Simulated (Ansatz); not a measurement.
In₄As₅H₁₆⁺: single points at one geometry.

```yaml
crystal:
  periodic: [false, false, false]
  atoms:
    - {symbol: In, position_ang: [-1.697548, -1.681976, 1.354796]}
    - {symbol: In, position_ang: [2.027354, -1.962992, -1.994618]}
    - {symbol: In, position_ang: [-1.932848, 1.843649, -2.051749]}
    - {symbol: In, position_ang: [1.680298, 1.707229, 1.343719]}
    - {symbol: As, position_ang: [-2.957931, 0.101285, -0.175163]}
    - {symbol: As, position_ang: [-0.020881, -2.854440, -0.362550]}
    - {symbol: As, position_ang: [0.026578, -0.018224, 2.596269]}
    - {symbol: As, position_ang: [2.938632, -0.022497, -0.250994]}
    - {symbol: As, position_ang: [-0.061537, 2.878349, -0.305201]}
    - {symbol: H, position_ang: [-2.613024, -2.678883, 2.404144]}
    - {symbol: H, position_ang: [1.213873, -1.058449, -3.193797]}
    - {symbol: H, position_ang: [3.198552, -3.201278, -1.899873]}
    - {symbol: H, position_ang: [-3.104536, 3.071230, -2.222945]}
    - {symbol: H, position_ang: [-1.005846, 0.815844, -3.055498]}
    - {symbol: H, position_ang: [2.608744, 2.696468, 2.388887]}
    - {symbol: H, position_ang: [-4.048380, -0.715097, -0.828841]}
    - {symbol: H, position_ang: [-3.852058, 0.834962, 0.797194]}
    - {symbol: H, position_ang: [-0.971998, -3.619758, -1.254459]}
    - {symbol: H, position_ang: [0.464849, -4.050811, 0.422777]}
    - {symbol: H, position_ang: [0.866307, -0.848655, 3.536854]}
    - {symbol: H, position_ang: [-0.737846, 0.743461, 3.652216]}
    - {symbol: H, position_ang: [3.992481, -0.609506, 0.659750]}
    - {symbol: H, position_ang: [3.873632, 0.872447, -1.032482]}
    - {symbol: H, position_ang: [-0.704502, 3.934561, 0.564218]}
    - {symbol: H, position_ang: [0.817625, 3.823060, -1.092641]}
basis:
  gaussian: {orbitals: def2-TZVP, initial_orbitals: start.molden}
total_charge: 1
correlation: {method: mp2}
scf: {omitted_lower_state_checks: [starts]}
output: {orbitals: {seedname: orbitals}}
```

The file start.molden holds the orbitals of an earlier run on this structure, at another level or in another basis.

```sh
$ ansatz run in.yaml --threads 2 --pin off --events-out ev --progress --plain --max-ram 22528MiB --backend cuda --devices 0, --max-vram 18GiB
```

Shortened log:

```
Functional definition: HF
4368 factors; integrals over basis functions are off by at most 8.4e-4 eV
mean field evaluation 1: about -324820.6725 eV, gradient 5.4e1 eV
mean field evaluation 2: about -324823.6052 eV, gradient 3.2e0 eV
mean field evaluation 4: about -324823.9007 eV, gradient 7.2e-1 eV
mean field evaluation 8: about -324823.9026 eV, gradient 1.6e-5 eV
mean field -324823.90256588 eV, -11937.0582457472 hartree, gradient 1.2e-6 eV, S^2 0.000000; 0 other end points of the search recorded, 0 dependent functions left out
61 core orbitals not correlated: weight in the atoms' cores, before any rotation towards them, 1.000 or more for the frozen orbitals, at most 0.000 for the correlated occupied ones
reference -324823.90256588 eV, -11937.0582457472 hartree; 71, 71 occupied and 404, 404 virtual orbitals, 4368 factors
second order -68.58129391 eV of doubles, -0.00000000 eV of singles
Total energy: -324892.48385979 eV, -11939.5785618123 hartree
Checks for a lower state left out: starts
```

It took 6.5 s on 2 threads of AMD EPYC 7R13 on a shared host and a share (18 GiB) of an NVIDIA H100 80GB HBM3, peak host memory 1.3 GiB.

As the first input, with `hamiltonian: {xc: pbe}`, `correlation: {method: rpa}` and without the key `output` (abridged; 9 s):

```
Functional definition: PBE
mean field -325113.77153293 eV, -11947.7107338058 hartree, gradient 2.8e-6 eV, S^2 0.000000
61 core orbitals not correlated: weight in the atoms' cores, before any rotation towards them, 1.000 or more for the frozen orbitals, at most 0.000 for the correlated occupied ones
Total energy: -324922.14530148 eV, -11940.6685996892 hartree
Checks for a lower state left out: starts
```

The first input with `gaussian: {orbitals: def2-TZVP, fitting: {mean_field: def2-universal-jkfit}, initial_orbitals: start.molden}`, `hamiltonian: {xc: r2scan, dispersion: d4}`, `output: {forces: true, orbitals: {seedname: orbitals}}` and without the key `correlation` (abridged; 5.5 s):

```
Functional definition: r2SCAN
mean field -325167.07244034 eV, -11949.6695060247 hartree, gradient 1.1e-5 eV, S^2 0.000000
Total energy: -325167.38501342 eV, -11949.6809928735 hartree
Atom 0 force     0.010522     0.018143    -0.012388 eV/Å
Atom 1 force     0.001422    -0.004334     0.021311 eV/Å
Atom 2 force    -0.002102    -0.000059     0.029298 eV/Å
Atom 3 force    -0.011804    -0.015324    -0.013181 eV/Å
Atom 4 force     0.006022    -0.018081     0.003066 eV/Å
Atom 5 force    -0.013953    -0.000274     0.006948 eV/Å
Atom 6 force    -0.003292     0.000446    -0.010960 eV/Å
Atom 7 force     0.005884     0.017408     0.004456 eV/Å
Atom 8 force     0.017074     0.007613     0.005109 eV/Å
Atom 9 force     0.051129     0.054425    -0.056130 eV/Å
Atom 10 force     0.045842    -0.050046     0.080043 eV/Å
Atom 11 force    -0.075438     0.080038    -0.001946 eV/Å
Atom 12 force     0.070072    -0.072257     0.014258 eV/Å
Atom 13 force    -0.048978     0.056559     0.063487 eV/Å
Atom 14 force    -0.050705    -0.053695    -0.055611 eV/Å
Atom 15 force     0.039066     0.030988     0.027027 eV/Å
Atom 16 force     0.029684    -0.029763    -0.036098 eV/Å
Atom 17 force     0.033732     0.027079     0.037942 eV/Å
Atom 18 force    -0.018105     0.042638    -0.033613 eV/Å
Atom 19 force    -0.028186     0.030639    -0.031052 eV/Å
Atom 20 force     0.028097    -0.029126    -0.037584 eV/Å
Atom 21 force    -0.041015     0.024137    -0.039726 eV/Å
Atom 22 force    -0.038219    -0.037153     0.037011 eV/Å
Atom 23 force     0.028554    -0.042263    -0.038140 eV/Å
Atom 24 force    -0.035301    -0.037737     0.036474 eV/Å
Dipole moment:    -0.019268     0.023663     0.290008 e Å
Checks for a lower state left out: starts
```

The first input with `gaussian: {orbitals: def2-TZVP, fitting: {mean_field: def2-universal-jkfit}, initial_orbitals: start.molden}`, `hamiltonian: {xc: pbe, dispersion: d4}`, `output: {forces: true, orbitals: {seedname: orbitals}}` and without the key `correlation` (abridged; 4 s):

```
Functional definition: PBE
mean field -325113.77975984 eV, -11947.7110361394 hartree, gradient 4.2e-5 eV, S^2 0.000000
Total energy: -325114.94612840 eV, -11947.7538993931 hartree
Atom 0 force     0.006749     0.014321    -0.010220 eV/Å
Atom 1 force    -0.001346    -0.001668     0.008681 eV/Å
Atom 2 force     0.002116    -0.004171     0.009170 eV/Å
Atom 3 force    -0.009665    -0.010255    -0.011162 eV/Å
Atom 4 force     0.267178     0.033068    -0.055733 eV/Å
Atom 5 force     0.085658     0.263980     0.000453 eV/Å
Atom 6 force    -0.012354     0.008569    -0.273199 eV/Å
Atom 7 force    -0.258348    -0.062758    -0.032267 eV/Å
Atom 8 force    -0.052678    -0.259098    -0.023394 eV/Å
Atom 9 force    -0.036569    -0.041373     0.046478 eV/Å
Atom 10 force    -0.045558     0.048292    -0.025476 eV/Å
Atom 11 force     0.037729    -0.039983     0.015297 eV/Å
Atom 12 force    -0.044471     0.048078     0.005498 eV/Å
Atom 13 force     0.049323    -0.049382    -0.020769 eV/Å
Atom 14 force     0.038258     0.041315     0.046567 eV/Å
Atom 15 force    -0.137851    -0.098012    -0.072649 eV/Å
Atom 16 force    -0.115742     0.081987     0.115304 eV/Å
Atom 17 force    -0.116420    -0.098713    -0.099285 eV/Å
Atom 18 force     0.053490    -0.149668     0.088316 eV/Å
Atom 19 force     0.102264    -0.098695     0.122637 eV/Å
Atom 20 force    -0.090494     0.089432     0.134066 eV/Å
Atom 21 force     0.129364    -0.064234     0.101792 eV/Å
Atom 22 force     0.114290     0.104616    -0.082423 eV/Å
Atom 23 force    -0.068068     0.128223     0.096932 eV/Å
Atom 24 force     0.103146     0.116129    -0.084616 eV/Å
Dipole moment:    -0.017918     0.022119     0.269747 e Å
Checks for a lower state left out: starts
```

As the first input, with `gaussian: {orbitals: def2-SVP, initial_orbitals: start.molden}`, `hamiltonian: {xc: pbe, dispersion: d4}` and without the key `correlation` (abridged; 2.8 s):

```
Functional definition: PBE
mean field -325075.05928474 eV, -11946.2880849252 hartree, gradient 4.5e-5 eV, S^2 0.000000
Total energy: -325076.22564118 eV, -11946.3309477336 hartree
Checks for a lower state left out: starts
```

Geometry: r2SCAN-D4/def2-SVP.

In the def2 sets In takes a core potential; there is no spin–orbit coupling. Correlated methods freeze 61 core orbitals; core or outer-core shells of In, As are correlated, in sets that lack core-valence functions. Single mean-field runs in def2-TZVP are fitted with def2-universal-jkfit.
